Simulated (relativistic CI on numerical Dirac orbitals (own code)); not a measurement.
# Slater and spin-orbit integrals, Tl²⁸⁺

These numbers are calculated, not measured: Dirac-Coulomb-Breit CI, orbitals from a KLI potential per configuration, model QED (radiative potential, 1s self-energy scaled to tabulated hydrogen-like ionisation energies), unscaled Slater integrals (own radial code, finite nucleus).

Slater integrals F^k, G^k are unscaled and averaged over j, outside the closed core [Ar] 3d10 4p6 4d10; ζ comes from projecting the Hamiltonian with its Breit term on Σ l·s of the shell.

- 4s2.4f7: F^2(4f,4f) = 261590, F^4(4f,4f) = 169990, F^6(4f,4f) = 124140, ζ(4f) = 13064 cm⁻¹; <r>(4f) = 0.398, <r^2>(4f) = 0.1824 (bohr units).
- 4s2.4f6.5s: F^2(4f,4f) = 264200, F^4(4f,4f) = 171800, F^6(4f,4f) = 125500, ζ(4f) = 13362, G^3(4f,5s) = 37158 cm⁻¹; <r>(4f) = 0.3947, <r^2>(4f) = 0.1792, <r>(5s) = 0.7127, <r^2>(5s) = 0.566 (bohr units).
- 4s2.4f5.5s2: F^2(4f,4f) = 267020, F^4(4f,4f) = 173760, F^6(4f,4f) = 126960, ζ(4f) = 13665 cm⁻¹; <r>(4f) = 0.3912, <r^2>(4f) = 0.1759 (bohr units).

Averages of the first 5 configurations, taken without configuration mixing, which lowers the lowest level and can move excited configurations by several eV; other configurations of the list can lie among them:

```json
{"Configuration": "4s2.4f7", "Parity": "odd", "States": "3432", "Average energy above the lowest level (eV)": "33.4"}
{"Configuration": "4s2.4f6.5s", "Parity": "even", "States": "6006", "Average energy above the lowest level (eV)": "170.0"}
{"Configuration": "4s2.4f5.5s2", "Parity": "odd", "States": "2002", "Average energy above the lowest level (eV)": "317.9"}
{"Configuration": "4s.4f8", "Parity": "even", "States": "6006", "Average energy above the lowest level (eV)": "776.1"}
{"Configuration": "4f9", "Parity": "odd", "States": "2002", "Average energy above the lowest level (eV)": "1521.6"}
```
